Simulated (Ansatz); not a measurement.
## One elementary step

Start structure (SnNH7, closed shell), relaxed at PBE0-D4/def2-TZVP:

```
atom    x (Å)    y (Å)    z (Å)
 Sn1  -0.8854   0.9746  -0.3596
  N2   0.7302   0.1684   0.5785
  H3  -0.6172   0.7473  -2.0267
  H4  -1.0963   2.6442  -0.0243
  H5  -2.2334   0.0959   0.2004
  H6   0.9060  -2.3700  -0.0306
  H7   0.9222  -3.0935  -0.2286
  H8   0.6715   0.2303   1.5874
  H9   1.6025   0.6027   0.3035
```

The step: SnNH₅ ([NH2][SnH3]) + H₂ → SnH₄ + NH₃; bonds formed: Sn1–H7, N2–H6; bonds broken: Sn1–N2, H6–H7. Program: Ansatz 0.2.0. Basis: def2-TZVPP and def2-QZVPP. Cores are frozen in the correlated methods. Filled d shells of the heavier atoms are correlated. Core potentials replace the inner electrons of the atoms past krypton. The def2 sets are not built for correlating such inner shells, so the correlated values are less sure here. Extrapolation: Hartree–Fock as exp(−7.88 √X), correlation as X^−2.97. Energies below are by CCSD(T) at an estimated basis limit (MP2 extrapolated from triple and quadruple zeta, plus CCSD(T) − MP2 in triple zeta).

What are the electronic barrier and the energy of the step, from the start structure to the end structure? (Judge from chemistry; the value comes from the calculation.)

The calculation gives: Barrier 155.6 kJ/mol; step energy -37.4 kJ/mol (downhill); reverse barrier, their difference, 193.0 kJ/mol. Barrier and step energy count from the start structure, the reverse barrier from the end structure.

The saddle point: One imaginary mode of 1464i cm⁻¹.
```json
{"pair": "Sn1–H7", "start (Å)": "4.45", "saddle (Å)": "2.22", "end (Å)": "1.70"}
{"pair": "N2–H6", "start (Å)": "2.62", "saddle (Å)": "1.24", "end (Å)": "1.01"}
{"pair": "Sn1–N2", "start (Å)": "2.03", "saddle (Å)": "2.18", "end (Å)": "3.13"}
{"pair": "H6–H7", "start (Å)": "0.75", "saddle (Å)": "1.10", "end (Å)": "3.18"}
```

Zero-point energy (harmonic, PBE0-D4): ZPE is 151.1 kJ/mol at the start and 152.9 kJ/mol at the saddle, so the barrier goes from 155.6 to 157.4 kJ/mol.

The T1 diagnostic stays at or below 0.014.

Labels in which every atom is bracketed show which atoms are joined, not bond orders.

For scale, one of the runs: CCSD(T)/def2-TZVPP, 179 basis functions (an equivalent command: `ansatz run in.yaml --threads 2`). Time: 35 s of wall clock on 2 CPU threads; the host was shared. Peak host memory: 2.1 GiB.
